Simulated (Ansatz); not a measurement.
The cluster VO₂⁺. Total charge 1; singlet. Geometry PBE-D4/def2-TZVP; atoms count from 1.

```
atom    x (Å)    y (Å)    z (Å)
  V1  -0.8355  -0.3496   0.5325
  O2   0.6021  -0.4995  -0.4197
  O3   0.2334   0.8491  -0.1128
```

The structure holds one bond between oxygen atoms, so isomers without such links may lie far lower. The restricted singlet is unstable: a solution with broken spin symmetry lies lower. The geometry of the singlet was relaxed on an unsound state (an occupied level 0.35 eV above an empty one). At PBE0-D4/def2-TZVP a triplet of charge 1 lies 1.49 eV below the restricted singlet, each at its own geometry. That triplet is doubtful there (⟨S²⟩ 2.38, where a pure state has 2.00). The structure comes from a short search, and lower isomers may exist.

Question: Estimate the Mulliken populations from the PBE0/def2-TZVP orbitals of Ansatz.

Answer: 
| atom | charge (e) | d electrons |
| --- | --- | --- |
| V1 | 1.38 | 3.39 |
| O2 | -0.19 | – |
| O3 | -0.19 | – |
Mulliken values and Mayer orders depend strongly on the basis.

Question: And the Mayer bond orders between bonded heavy atoms (over 0.3)?

Answer: V1–O2 1.26 (1.73 Å); V1–O3 1.26 (1.73 Å); O2–O3 0.89 (1.43 Å).
